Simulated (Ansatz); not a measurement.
Reaction (redistribution): `[OH][Ga]([F])[F]` + `N[SiH2][SiH](F)S` → `[F][Ga]([F])[F]` + `N[SiH2][SiH](O)S`

Gas-phase electronic energies from Ansatz, PBE0-D4/def2-TZVP geometries. CCSD(T)/CBS is the MP2 limit (def2-TZVPP, def2-QZVPP) plus CCSD(T) − MP2 in def2-TZVPP, frozen cores. For Ga outer-core shells are correlated without core-valence functions, which leaves a few kJ/mol of doubt a bond. Scalar relativity is left out up to krypton. One conformer a species, not always the lowest.

```csv
species,CCSD(T)/CBS(def2) energy (Eh)
`[OH][Ga]([F])[F]`,-2199.41346
`N[SiH2][SiH](F)S`,-1134.15864
`[F][Ga]([F])[F]`,-2223.43412
`N[SiH2][SiH](O)S`,-1110.12622
```

Task: Work out ΔE.

Result: ΔE = (-2223.43412) + (-1110.12622) − (-2199.41346) − (-1134.15864) = 0.01176 Eh = +30.9 kJ/mol.

Largest T1 diagnostic among the species: 0.015.

In def2-TZVPP, CCSD(T) changes the Hartree–Fock value by +5.7 kJ/mol (the triples alone add +0.5 kJ/mol) and MP2 by +5.6 kJ/mol.
